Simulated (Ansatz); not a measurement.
`F[SiH]([SiH3])S` + H₂O → `O[SiH](F)[SiH3]` + H₂S at 600 K and 1 bar (formal hydrolysis of the Si–S bond).

Isolated molecules relaxed with PBE0-D4/def2-TZVP in Ansatz; ΔE leaves out vibrations. CCSD(T)/CBS is the MP2 limit (def2-TZVPP, def2-QZVPP) plus CCSD(T) − MP2 in def2-TZVPP, frozen cores. This one scheme is used for every species. Each species was taken in one conformer, which may not be the lowest.

```json
{"species": "`F[SiH]([SiH3])S`", "CCSD(T)/CBS energy (Eh)": "-1078.81755", "H − E (kJ/mol)": "184.0", "S (J/(mol·K))": "445.1"}
{"species": "H₂O", "CCSD(T)/CBS energy (Eh)": "-76.37941", "H − E (kJ/mol)": "76.8", "S (J/(mol·K))": "212.8"}
{"species": "`O[SiH](F)[SiH3]`", "CCSD(T)/CBS energy (Eh)": "-756.23815", "H − E (kJ/mol)": "192.9", "S (J/(mol·K))": "428.9"}
{"species": "H₂S", "CCSD(T)/CBS energy (Eh)": "-398.97279", "H − E (kJ/mol)": "60.8", "S (J/(mol·K))": "230.9"}
```

H − E and S are ideal-gas, rigid-rotor, harmonic terms from PBE0-D4/def2-TZVP, for one conformer and one mirror image of each species. 1 Eh = 2625.50 kJ/mol, R = 8.31446 J/(mol·K).

Problem. By hand: ΔE, ΔH, ΔS and ΔG.

Solution. ΔE = (-756.23815) + (-398.97279) − (-1078.81755) − (-76.37941) = -0.01398 Eh = -36.7 kJ/mol. Δ(H − E) = 192.9 + 60.8 − 184.0 − 76.8 = -7.1, so ΔH = -43.8 kJ/mol. ΔS = 428.9 + 230.9 − 445.1 − 212.8 = 1.9 J/(mol·K). ΔG = -43.8 − 600 × (1.9)/1000 = -44.9 kJ/mol.

Problem. By hand: the equilibrium constant, and the temperature at which ΔG would vanish if ΔH and ΔS stayed fixed.

Solution. log₁₀ K = −ΔG/(RT ln 10) = 3.9. ΔH and −TΔS have one sign here, so there is no such temperature.

The number of gas molecules stays the same, so ΔS is small and ΔH decides. A doubt of 5 kJ/mol in ΔE shifts log₁₀ K by 0.4 here. Other conformers and mirror images would add mixing entropy, several J/(mol·K) or more a flexible species. These are equilibria of isolated gas molecules and say nothing of rates. Largest T1 diagnostic: 0.013 (customary marks: 0.02 for closed shells, 0.045 for open ones).

ΔS is within the doubt of such terms, so its sign, and with it that verdict, could turn.
